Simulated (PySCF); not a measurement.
Level of theory: PBE-D3(BJ)/def2-TZVP // PBE0-D3(BJ)/def2-TZVP in PySCF. Gas-phase values, no solvent. 

Reference species (SMILES): `[SiH2]=C1[SiH2][SiH2]1` (neutral, multiplicity 1).

```
Item              Value
-------------  --------
HOMO           -5.70 eV
HOMO–LUMO gap   2.82 eV
dipole moment    1.61 D
```

After one change: the HOMO rises by 0.67 eV; the HOMO–LUMO gap falls by 0.06 eV; the dipole moment drops by 0.92 D.

### Question
Which change was made? The new species is one of these.
(A) `C1=[SiH][SiH2][SiH2]1`
(B) `C1[SiH]=[SiH][SiH2]1`
(C) `C[Si]1=[SiH][SiH2]1`
(D) `[SiH2]=C=[SiH][SiH3]`

### Answer
B, `C1[SiH]=[SiH][SiH2]1`
